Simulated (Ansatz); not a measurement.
One geometry of C7H23NSi3 (`C[SiH](C)N([SiH](C)C)[Si](C)(C)C`), several functionals.

```yaml
crystal:
  periodic: [false, false, false]
  atoms:
    - {symbol: C, position_ang: [-1.427435, 0.998288, 2.707075]}
    - {symbol: Si, position_ang: [0.135689, 0.366639, 1.902767]}
    - {symbol: C, position_ang: [1.575656, 1.506338, 2.255345]}
    - {symbol: N, position_ang: [-0.081006, 0.097380, 0.192804]}
    - {symbol: Si, position_ang: [-0.300640, 1.510924, -0.791346]}
    - {symbol: C, position_ang: [1.196025, 1.880149, -1.850707]}
    - {symbol: C, position_ang: [-1.850777, 1.467382, -1.834704]}
    - {symbol: Si, position_ang: [0.105909, -1.532530, -0.408099]}
    - {symbol: C, position_ang: [-0.283318, -1.626803, -2.239284]}
    - {symbol: C, position_ang: [1.870455, -2.104113, -0.151288]}
    - {symbol: C, position_ang: [-1.075699, -2.687154, 0.472583]}
    - {symbol: H, position_ang: [-2.252301, 0.301155, 2.540405]}
    - {symbol: H, position_ang: [-1.289458, 1.108733, 3.786267]}
    - {symbol: H, position_ang: [-1.717381, 1.971172, 2.302770]}
    - {symbol: H, position_ang: [0.460749, -0.960952, 2.503682]}
    - {symbol: H, position_ang: [2.494432, 1.111165, 1.814516]}
    - {symbol: H, position_ang: [1.732166, 1.598483, 3.333856]}
    - {symbol: H, position_ang: [1.407947, 2.508510, 1.853966]}
    - {symbol: H, position_ang: [-0.454911, 2.645859, 0.169246]}
    - {symbol: H, position_ang: [1.059066, 2.817699, -2.396958]}
    - {symbol: H, position_ang: [2.087967, 1.979777, -1.227143]}
    - {symbol: H, position_ang: [1.385639, 1.092346, -2.583711]}
    - {symbol: H, position_ang: [-1.769372, 0.778602, -2.677226]}
    - {symbol: H, position_ang: [-2.714528, 1.173606, -1.233258]}
    - {symbol: H, position_ang: [-2.045818, 2.465476, -2.237769]}
    - {symbol: H, position_ang: [-0.044627, -2.636294, -2.587649]}
    - {symbol: H, position_ang: [-1.342548, -1.453793, -2.440125]}
    - {symbol: H, position_ang: [0.300057, -0.929606, -2.844426]}
    - {symbol: H, position_ang: [2.008388, -3.130422, -0.503344]}
    - {symbol: H, position_ang: [2.148233, -2.073643, 0.905283]}
    - {symbol: H, position_ang: [2.566278, -1.463274, -0.700079]}
    - {symbol: H, position_ang: [-0.883587, -2.729972, 1.546626]}
    - {symbol: H, position_ang: [-2.109730, -2.363136, 0.326022]}
    - {symbol: H, position_ang: [-0.983422, -3.702586, 0.076101]}
basis:
  gaussian: {orbitals: def2-TZVPP}
hamiltonian: {xc: {name: CAM-B3LYP}, dispersion: d4}
output: {orbitals: {seedname: orbitals}}
```

```sh
$ ansatz run in.yaml --threads 10 --pin off --events-out ev --progress --plain --backend cuda
```

Shortened log:

```
Functional definition: CAM-B3LYP
3645 factors; their error is unknown
982 factors; integrals over basis functions are off by at most 9.3e-6 eV
mean field evaluation 1: about -32735.1619 eV, gradient 1.1e2 eV
mean field evaluation 2: about -32737.9607 eV, gradient 1.0e2 eV
mean field evaluation 4: about -32761.9428 eV, gradient 5.3e0 eV
mean field evaluation 8: about -32761.9977 eV, gradient 4.4e-2 eV
mean field evaluation 16: about -32761.9913 eV, gradient 6.8e-5 eV
mean field -32761.99125378 eV, -1203.9809717012 hartree, gradient 6.8e-5 eV, S^2 0.000000; 0 other end points of the search recorded, 0 dependent functions left out
reference -32761.99148412 eV, -1203.9809801661 hartree; 57, 57 occupied and 639, 639 virtual orbitals, 3645 factors
Total energy: -32763.00894247 eV, -1204.0183710705 hartree
```

Hardware: 10 threads of an AMD EPYC 7R13 on a shared host and a whole NVIDIA H100 80 GB. Wall time 3 s, peak host memory 1.3 GiB.

With the line `hamiltonian: {xc: {name: r2SCANh}, dispersion: d4}` (abridged; 3.3 s):

```
Functional definition: r2SCANh
mean field evaluation 16: about -32758.7857 eV, gradient 1.0e-3 eV
mean field -32758.78573795 eV, -1203.8631711672 hartree, gradient 3.6e-5 eV, S^2 0.000000
Total energy: -32759.13910375 eV, -1203.8761571208 hartree
```

The same input with `hamiltonian: {xc: {name: r2SCAN0}, dispersion: d4}` (abridged; 3.1 s):

```
Functional definition: r2SCAN0
mean field evaluation 16: about -32758.2624 eV, gradient 1.2e-4 eV
mean field -32758.26242923 eV, -1203.8439399265 hartree, gradient 2.7e-5 eV, S^2 0.000000
Total energy: -32758.64896773 eV, -1203.8581449543 hartree
```

With the line `hamiltonian: {xc: {name: wB97X-V}}` (abridged; 3.9 s):

```
Functional definition: wB97X-V
mean field evaluation 16: about -32760.9172 eV, gradient 2.6e-4 eV
mean field -32760.91715078 eV, -1203.9414991439 hartree, gradient 3.1e-5 eV, S^2 0.000000
Total energy: -32760.91714738 eV, -1203.9414990190 hartree
```

With the line `hamiltonian: {xc: {name: B2PLYP}}` (abridged; 4.3 s):

```
Functional definition: B2PLYP
mean field evaluation 16: about -32731.8291 eV, gradient 1.4e-4 eV
mean field -32731.82910863 eV, -1202.8725333117 hartree, gradient 3.8e-6 eV, S^2 0.000000
23 core orbitals not correlated: weight in the atoms' cores, before any rotation towards them, 1.000 or more for the frozen orbitals, at most 0.000 for the correlated occupied ones
second order -60.72510896 eV of doubles, -0.00000000 eV of singles
Total energy: -32748.22518505 eV, -1203.4750780061 hartree
```
